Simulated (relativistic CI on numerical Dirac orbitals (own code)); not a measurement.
**Rh5+ (4d4) in a crystal field**

Calculated by Dirac-Coulomb-Breit CI, separate exchange-only KLI orbitals for each configuration, QED by a radiative potential, valence Slater integrals scaled by 0.75, one configuration in a parametric crystal field (own radial code).

Field parameters in Wybourne normalisation: D3d B²₀ = −7Dσ, B⁴₀ = −14Dq − 21Dτ, B⁴₃ = −14√(10/7) Dq; D4h B²₀ = −7Ds, B⁴₀ = 21(Dq − Dt), B⁴₄ = 21√(5/14) Dq; Oh B⁴₀ = 21Dq, B⁴₄ = √(5/14) B⁴₀; Td as Oh with Dq negative (B⁴₀ = 21Dq, B⁴₄ = √(5/14) B⁴₀). The field is a parameter set, without covalency.

S is read from ⟨S²⟩ = S(S + 1).

Powder χT (cm³ K mol⁻¹) by Van Vleck's formula, with temperature-independent terms:

```tsv
Field	2 K	5 K	10 K	20 K	50 K	100 K	200 K	300 K
D3d, 10Dq = 19550, Dσ = 1150, Dτ = 400 cm⁻¹	0.00615	0.0154	0.0308	0.0615	0.154	0.308	0.598	0.811
D4h, 10Dq = 16100, Ds = -390, Dt = -610 cm⁻¹	0.00641	0.016	0.032	0.0641	0.16	0.32	0.639	0.94
D4h, 10Dq = 32550, Ds = 610, Dt = 420 cm⁻¹	0.00444	0.0111	0.0222	0.0444	0.111	0.222	0.444	0.663
Oh, 10Dq = 21700 cm⁻¹	0.00423	0.0106	0.0212	0.0423	0.106	0.212	0.423	0.633
Td, 10Dq = -14050 cm⁻¹	0.00123	0.00308	0.00616	0.0123	0.0308	0.0616	0.123	0.185
```

(1) For D4h, 10Dq = 16100, Ds = -390, Dt = -610 cm⁻¹: what effective moment follows at 300 K?

Answers

(1) μ_eff = √(8χT) = 2.74 μB. The ground level has S = 1.50; the spin-only moment for S = 1 is 2.83 μB. The difference comes from the orbital moment, spin-orbit mixing of terms and temperature-independent paramagnetism, all larger in this ionic model than in covalent complexes. The ground level is a non-magnetic singlet, so χT starts at zero and rises through temperature-independent paramagnetism and the filling of excited levels.
